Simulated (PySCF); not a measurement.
NICS in rings of unrelated molecules.

NICS is the negative of the GIAO shielding at a point without a nucleus: at the ring centre (0) and 1 Å above and below it (1); zz is the component along the ring normal. Level: GIAO PBE0/pcSseg-1 (PySCF, non-relativistic, gas phase) on the GFN2-xTB geometries, one conformer each. Atom numbers follow the mapped SMILES.

Question: Order these rings by mean NICS(1)zz, lowest (most negative) first (ppm).
A. ring P3–O5–C6–C7–C8–O10 in `[CH3:1][O:2][P@@:3]1(=[O:4])[O:5][CH2:6][CH2:7][C@H:8]([CH3:9])[O:10]1`
B. ring C6–C7–C8 in `[F:1][Si@H:2]([S:3][CH2:4][SiH3:5])[CH:6]1[CH2:7][CH2:8]1`
C. ring C4–C5–C6–N8–N9–N10 in `[CH3:1][C:2](=[O:3])[c:4]1[cH:5][c:6]([Cl:7])[n:8][n:9][n:10]1`
D. ring N3–C4–C5–C6–C7 in `[O:1]=[CH:2][N:3]1[CH2:4][CH2:5][CH2:6][CH2:7]1`
E. ring P3–C5–C6–C8 in `[CH:1]#[C:2][P@@:3]1(=[O:4])[CH2:5][C@H:6]([F:7])[C@H:8]1[CH3:9]`
F. ring C3–C4–P5 in `[CH3:1][CH2:2][C:3]1=[CH:4][P@@H:5]1=[S:6]`
G. ring C4–C5–C7 in `[CH3:1][C:2]([CH3:3])=[C:4]1[C:5]([F:6])=[C:7]1[F:8]`

Answer: C (-26.2), B (-23.7), F (-12.5), D (-3.9), G (-1.9), E (0.5), A (2.3).

```json
{"SMILES": "CC(=O)c1cc(Cl)nnn1", "ring": "6-membered ring with 3 N; formal bonds all aromatic", "NICS(0)": "-5.1", "NICS(1)": "-11.4", "NICS(1)zz": "-26.2", "HOMA": "0.97", "rms pucker (Å)": "0.00", "ring atoms with four or more neighbours": "0"}
{"SMILES": "F[Si@H](SC[SiH3])C1CC1", "ring": "3-membered carbocycle; formal bonds all single", "NICS(0)": "-44.9", "NICS(1)": "-8.7", "NICS(1)zz": "-23.7", "HOMA": "–", "rms pucker (Å)": "0.00", "ring atoms with four or more neighbours": "3"}
{"SMILES": "CCC1=C[P@@H]1=S", "ring": "3-membered ring with P; formal bonds 1 double, 2 single", "NICS(0)": "-18.5", "NICS(1)": "-8.5", "NICS(1)zz": "-12.5", "HOMA": "–", "rms pucker (Å)": "0.00", "ring atoms with four or more neighbours": "1"}
{"SMILES": "O=CN1CCCC1", "ring": "5-membered ring with N; formal bonds all single", "NICS(0)": "-7.0", "NICS(1)": "-3.4", "NICS(1)zz": "-3.9", "HOMA": "–", "rms pucker (Å)": "0.17", "ring atoms with four or more neighbours": "4"}
{"SMILES": "CC(C)=C1C(F)=C1F", "ring": "3-membered carbocycle; formal bonds 1 double, 2 single", "NICS(0)": "-32.0", "NICS(1)": "-4.2", "NICS(1)zz": "-1.9", "HOMA": "-0.59", "rms pucker (Å)": "0.00", "ring atoms with four or more neighbours": "0"}
{"SMILES": "C#C[P@@]1(=O)C[C@H](F)[C@H]1C", "ring": "4-membered ring with P; formal bonds all single", "NICS(0)": "-4.4", "NICS(1)": "-3.2", "NICS(1)zz": "0.5", "HOMA": "–", "rms pucker (Å)": "0.12", "ring atoms with four or more neighbours": "4"}
{"SMILES": "CO[P@@]1(=O)OCC[C@H](C)O1", "ring": "6-membered ring with 2 O and P; formal bonds all single", "NICS(0)": "-3.1", "NICS(1)": "-1.8", "NICS(1)zz": "2.3", "HOMA": "–", "rms pucker (Å)": "0.22", "ring atoms with four or more neighbours": "4"}
```

NICS(0) gives another order. The isotropic NICS(1) gives another order. HOMA uses Krygowski's 1993 parameters; it is left out where a ring has a four-coordinate atom, a triple bond, no multiple bond or a kind of bond without parameters. NICS(1) and NICS(1)zz are means over the two faces.
